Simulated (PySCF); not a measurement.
Species: C2H9BGe.
Bonds: C1–B2, B2–C3, B2–Ge4. Hydrogens: H5, H6, H7 on C1; H8, H9, H10 on C3; H11, H12, H13 on Ge4.

The calculation used PBE0-D3(BJ)/def2-SVP geometry optimisation, gas phase (PySCF).

(1) List the bond lengths and angles at this level.

## Answers

(1) 
| bond | length (pm) |
| --- | --- |
| C1–B2, B2–C3 | 156.5 |
| B2–Ge4 | 208.6 |
| C1–H5 and 5 like bonds | 110.4 |
| Ge4–H11, Ge4–H12, Ge4–H13 | 154.6 |

Bonds in one row agree within 1 pm and their mean is given. A selection of angles:
| angle | degrees |
| --- | --- |
| B2–C1–H5 | 109.7 |
| B2–C1–H6 | 115.1 |
| H5–C1–H6 | 108.8 |
| H5–C1–H7 | 104.0 |
| C1–B2–C3 | 123.7 |
| C1–B2–Ge4 | 118.5 |
| B2–C3–H10 | 111.1 |
| H8–C3–H9 | 108.3 |
| B2–Ge4–H11 | 113.9 |
| B2–Ge4–H12 | 111.3 |
| H11–Ge4–H12 | 106.8 |
| H12–Ge4–H13 | 105.8 |

B2 (three-coordinate boron) is planar (angles 123.7°, 118.5° and 117.8°, sum 360.0°, 0.00 Å off the plane of its three neighbours). Ge4 (germanium bonded to B and 3 H) is distorted tetrahedral (angles from 105.8° to 113.9°). The 4 heavy atoms lie in one plane (0.002 Å rms).

Point group: near Cs, missed by 0.23 Å at most; the miss may be what the optimiser left on a soft mode. Stationary, but not proved a minimum.

Time: 14 s of wall time. Hardware: one thread of an x86-64 server, on a shared host. This is the geometry optimisation.
